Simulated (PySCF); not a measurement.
Structure problem from calculated spectra and properties.

Elements present: C, H, N, P and Si. Monoisotopic mass: 192.9784 u.

| Quantity | Value |
| --- | --- |
| Triplet | lowest triplet excitation (Tamm–Dancoff): 4.53 eV [TDA PBE0/def2-SVPD] |
| 1H NMR | chemical shifts (computed TMS as zero) by class: 4.70 (6 H), 3.64 (3 H), 2.78 (1 H), 1.95 (2 H) ppm [GIAO PBE0/pcSseg-1] |
| Dipole | 0.73 D [PBE0/def2-SVPD] |
| 13C NMR | chemical shifts (computed TMS as zero) by class: 108.3 (1 C), 89.4 (1 C) ppm [GIAO PBE0/pcSseg-1] |
| UV, first state | lowest singlet excitation: 5.11 eV (242 nm, f = 0.025) [TDDFT PBE0/def2-SVPD] |
| Rotational structure | rotational constants A, B, C: 0.822, 0.691, 0.577 GHz [PBE0-D3(BJ)/def2-SVP] |
| NMR, other nuclei | isotropic shieldings of nuclei other than C and H, by class: 273 (1 N), 375 (1 Si), 398 (2 Si), 449 (1 Si), 563 (1 P) ppm [GIAO PBE0/pcSseg-1] |
| UV, strongest line | among the 10 lowest singlet transitions: S8 at 6.22 eV (199 nm, f = 0.105) [TDDFT PBE0/def2-SVPD] |

Electronic properties: PySCF, gas phase, density fitting. Levels stand in brackets. Isolated species at its PBE0-D3(BJ)/def2-SVP geometry (one conformer only). Each NMR value is the plain mean over a class of atoms that symmetry, rotation or inversion makes alike.

Task: Which formula fits the mass and the elements?

Result: C2H12NPSi4 (calculated 192.9784). No other formula that holds each of these elements comes within 0.0003 u with a fitting electron parity and a possible valence count.

Task: Give a SMILES that accounts for the data.

Result: Numbering: `[CH:1]#[C:2][Si@:3]([SiH3:4])([PH2:5])[N:6]([SiH3:7])[SiH3:8]`. 2 carbons fall into 2 classes; from least to most shielded: terminal alkyne carbon [C1] (108.3 ppm), alkyne carbon [C2] (89.4 ppm). Hydrogen classes from least to most shielded: 6 H on 2 SiH3 silicons, Si7/Si8 (4.70 ppm), 3 H on an SiH3 silicon, Si4 (3.64 ppm), 1 H on a terminal alkyne carbon, C1 (2.78 ppm), 2 H on a three-coordinate phosphorus, P5 (1.95 ppm). The other shieldings belong to: 273 ppm, nitrogen bridging silicon atoms [N6]; 375 ppm, four-coordinate silicon [Si3]; 398 ppm, SiH3 silicon [Si7/Si8]; 449 ppm, SiH3 silicon [Si4]; 563 ppm, three-coordinate phosphorus [P5]. S1 is mainly HOMO→LUMO (weight 0.88); the largest Löwdin shares of the orbital it empties are 0.31 on the three-coordinate phosphorus, 0.15 on an SiH3 silicon, 0.14 on the four-coordinate silicon and 0.10 on the nitrogen bridging silicon atoms, of the orbital it fills 0.15 on the four-coordinate silicon, 0.13 on the alkyne carbon, 0.13 on the terminal alkyne carbon and 0.12 on the three-coordinate phosphorus. The optimised geometry has point group C1 and is an asymmetric top. Structure: `C(#C)[Si@@](N([SiH3])[SiH3])(P)[SiH3]`. The assignments are read from this structure; whether some other isomer fits the data as well wasn't checked. The mirror image fits equally.

The values belong to the conformer `[CH:1]#[C:2][Si@:3]([SiH3:4])([PH2:5])[N:6]([SiH3:7])[SiH3:8]`: C2–Si3–N6–Si7 -62°, H–P5–Si3–C2 152°, H–P5–Si3–C2 58°.
